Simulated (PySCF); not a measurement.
## TlCl₂, doublet: molecular constants

All numbers come from PySCF, UPBE0, basis Tl def2-TZVP with ECP60, Cl def2-TZVP (scalar-relativistic core potentials, no spin–orbit coupling, density fitting).

The structure is a higher-order saddle point with 2 imaginary modes (one degenerate set).

| Quantity | Value |
| --- | --- |
| Point group | D∞h |
| Bond lengths | Tl–Cl 2.516 Å (×2) |
| Bond angles | Cl–Tl–Cl 180.0° |
| Rotational constants | 0.03807 cm⁻¹ |
| Principal quadrupole moments (Buckingham, traceless) about the centre of mass | -17.11, 8.55, 8.55 D Å |
| Spin squared ⟨S²⟩ | 0.757 |
| Zero-point energy (real modes) | 2.9 kJ/mol |
| Highest occupied level (α) | -7.10 eV |
| Principal polarisabilities | 42.9, 42.9, 139.6 bohr³ |
| Lowest empty level (β) | -4.62 eV |
| Dipole moment | 0.00 D |
| Atomisation energy without zero-point energy | 533 kJ/mol |

Harmonic modes (masses in u: Tl 204.974, Cl 34.969):
```csv
symmetry,ω (cm⁻¹),"IR (km/mol, summed over degenerate members)"
πu,47i,–
σg+,243,0.0
σu+,249,45.8
```

In D∞h the vibrations span πu + σg+ + σu+. The σg+ mode carries no infrared intensity, as symmetry demands. With a centre of inversion only u modes can be infrared active and only g modes Raman active.

Charges (e):
```
 atom  Mulliken  Löwdin  polar tensor  spin (Mulliken)  Mayer order to Tl1
  Tl1      0.68    0.07          0.85             0.27                   –
Cl2,3     -0.34   -0.04         -0.42             0.37                0.79
```

Mulliken populations on Tl1 (electrons outside its core potential): s 3.68, p 6.52, d 10.08, f 0.04.

Only a few start shapes were tried, so a lower isomer may exist. At this level a doublet minimum of C2v symmetry lies 10 kJ/mol below this structure. No spin–orbit coupling is included, which matters more the heavier the element.

The final relaxation and frequency run took about 90 core-seconds on a shared host.
